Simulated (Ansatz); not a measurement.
Input for Ansatz (a first-principles code): U-r2SCAN/def2-TZVPP on ClHPb (SMILES [Cl][PbH]), a point of a bond scan (R = 5.961 Å). Elements past Kr take the def2 small-core potentials; no spin–orbit coupling.

Ansatz 0.2 input:
```yaml
crystal:
  periodic: [false, false, false]
  atoms:
    - {symbol: Pb, position_ang: [-0.21816163, -0.21253453, 0.29359630]}
    - {symbol: H, position_ang: [-3.92856435, -2.37055597, -3.84226162]}
    - {symbol: Cl, position_ang: [1.13334803, 1.07733808, -1.35741397]}
basis:
  gaussian:
    orbitals: def2-TZVPP
hamiltonian:
  xc: {name: r2SCAN}
magnetization: {spin_polarized: true, initial_magnetization: 0}
```

Program output:

```
WARN ansatz: RAYON_NUM_THREADS=1 ignored (pool sized by the plan → 1); use --threads N
Functional definition: r2SCAN
integrals: 0.03 GiB planned
735 factors; their error is unknown
mean field: 0.32 GiB planned
mean field evaluation 1: about -17779.9742 eV, gradient 1.9e1 eV
mean field evaluation 2: about -17732.7122 eV, gradient 7.8e1 eV
mean field evaluation 4: about -17781.7266 eV, gradient 1.5e1 eV
mean field evaluation 8: about -17782.6093 eV, gradient 9.4e0 eV
mean field evaluation 16: about -17786.4030 eV, gradient 1.0e-2 eV
mean field evaluation 32: about -17787.6893 eV, gradient 2.5e-2 eV
mean field evaluation 64: about -17787.6893 eV, gradient 7.0e-2 eV
mean field evaluation 96: about -17787.6864 eV, gradient 1.7e-3 eV
mean field evaluation 128: about -17787.6889 eV, gradient 1.2e-2 eV
mean field -17787.68930356 eV, -653.6855249771 hartree, gradient 5.6e-6 eV, S^2 1.003343; 8 other end points of the search recorded, 0 dependent functions left out
reference -17787.68932625 eV, -653.6855258109 hartree; 20, 20 occupied and 86, 86 virtual orbitals, 735 factors
Total energy: -17787.68932625 eV, -653.6855258109 hartree
```

The calculation finished and met its thresholds. Its determinant has ⟨S²⟩ = 1.00, a mixture of spin states.

Cost: around 50 core-seconds (rough).
